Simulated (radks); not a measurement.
The numbers below are computed, except where a source is named.
Trend from La3+ to Lu3+: ionisation energy by Delta-SCF between NIST ground configurations, and size. Code: a radial shooting solver on a logarithmic mesh with Libxc functionals. Model: scalar-relativistic Kohn-Sham, BLYP, spin-unpolarised, spherical densities, finite nucleus; Fermi nuclear charge, rms radius of each element as measured or else 0.836 A^(1/3) + 0.57 fm.

| species | configuration | IE (eV) | NIST (eV) | kind | r at 0.001 e/bohr^3 (bohr) |
|---|---|---|---|---|---|
| La3+ | [Xe] | 50.600 | 50.0 | semi-emp. | 3.52 |
| Ce3+ | [Xe] 4f1 | 37.580 | 36.91 | semi-emp. | 3.48 |
| Pr3+ | [Xe] 4f2 | 38.825 | 38.98 | semi-emp. | 3.44 |
| Nd3+ | [Xe] 4f3 | 39.928 | 40.60 | semi-emp. | 3.40 |
| Pm3+ | [Xe] 4f4 | 40.911 | 41.2 | semi-emp. | 3.36 |
| Sm3+ | [Xe] 4f5 | 41.792 | 41.6 | semi-emp. | 3.33 |
| Eu3+ | [Xe] 4f6 | 42.583 | 42.9 | semi-emp. | 3.29 |
| Gd3+ | [Xe] 4f7 | 43.293 | 44.4 | semi-emp. | 3.26 |
| Tb3+ | [Xe] 4f8 | 43.931 | 39.33 | semi-emp. | 3.23 |
| Dy3+ | [Xe] 4f9 | 44.503 | 41.2 | semi-emp. | 3.20 |
| Ho3+ | [Xe] 4f10 | 45.014 | 42.5 | semi-emp. | 3.17 |
| Er3+ | [Xe] 4f11 | 45.468 | 42.42 | semi-emp. | 3.14 |
| Tm3+ | [Xe] 4f12 | 45.871 | 42.41 | semi-emp. | 3.12 |
| Yb3+ | [Xe] 4f13 | 46.224 | 43.61 | semi-emp. | 3.09 |
| Lu3+ | [Xe] 4f14 | 46.532 | 45.25 | semi-emp. | 3.07 |

Reference values: NIST Atomic Spectra Database (exp. = measured, semi-emp. = semi-empirical, theory = theoretical value adopted there). Spin polarisation and multiplet splitting are left out, so open shells lie too high by an amount that depends on their filling. Spin-orbit splitting is averaged out at the scalar-relativistic level.

Beside tabulated values, note that spin-unpolarised runs miss the spin-polarisation part of the exchange energy of open shells. No tabulated value is given for the 4+ ions of Nd, Pm and Eu to Yb, where it belongs to another shell than the one emptied here.
